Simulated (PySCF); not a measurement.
## Cobalt: highly charged ions in a basis for the neutral atom

Co¹⁵⁺ [Ne] 3s2, Co¹⁶⁺ [Ne] 3s1. Computed with PySCF 2.14 in pcseg-2, with no relativity, point nucleus. No spin-orbit coupling, so a gap to NIST mixes the basis error with missing relativistic terms.

Changed run: basis of the neutral atom used for a highly charged ion. This setting is unsound on purpose.

```json
{"species": "Co¹⁵⁺", "method": "UHF", "sound run (hartree)": "not run", "changed run (hartree)": "-1275.21124", "converged": "yes"}
{"species": "Co¹⁵⁺", "method": "r2SCAN", "sound run (hartree)": "not run", "changed run (hartree)": "-1275.65779", "converged": "yes"}
{"species": "Co¹⁵⁺", "method": "MN15", "sound run (hartree)": "not run", "changed run (hartree)": "-1275.64548", "converged": "yes"}
{"species": "Co¹⁶⁺", "method": "UHF", "sound run (hartree)": "not run", "changed run (hartree)": "-1256.69736", "converged": "yes"}
{"species": "Co¹⁶⁺", "method": "r2SCAN", "sound run (hartree)": "not run", "changed run (hartree)": "-1257.11268", "converged": "yes"}
{"species": "Co¹⁶⁺", "method": "MN15", "sound run (hartree)": "not run", "changed run (hartree)": "-1257.10068", "converged": "yes"}
```

Ionisation energy of Co¹⁵⁺:

```json
{"method": "UHF", "changed run (eV)": "503.79", "NIST (eV)": "511.96 ± 0.06"}
{"method": "r2SCAN", "changed run (eV)": "504.64", "NIST (eV)": "511.96 ± 0.06"}
{"method": "MN15", "changed run (eV)": "504.63", "NIST (eV)": "511.96 ± 0.06"}
```

The contracted functions were made for the neutral atom and can be too rigid for a highly charged ion.
